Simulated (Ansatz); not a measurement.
W(NH)2(F)(Br) (BrFH₂N₂W), SMILES [NH]=[W](=[NH])([F])[Br], multiplicity 1.

Geometry: B3LYP-D3(BJ)/def2-SVP. The spin state was assumed, not searched. The structure was generated by enumeration; whether it is a known compound was not checked. The def2 effective core potentials stand for the cores of W; spin–orbit coupling is left out.

Two levels are set side by side: PBE/def2-SVPD (Ansatz, a program for electronic structure) and CAM-B3LYP/def2-SVPD (Ansatz). Energy differences of separate SCF runs at the same geometry; the states with an electron removed or added have multiplicity 2 and 2. Differences are taken from unrounded values.

```csv
quantity,CAM-B3LYP,PBE,PBE minus CAM-B3LYP
vertical ionisation energy (eV),10.26,9.75,-0.51
vertical electron affinity (eV),0.75,0.29,-0.46
vertical singlet–triplet gap (eV),3.78,3.83,0.06
```
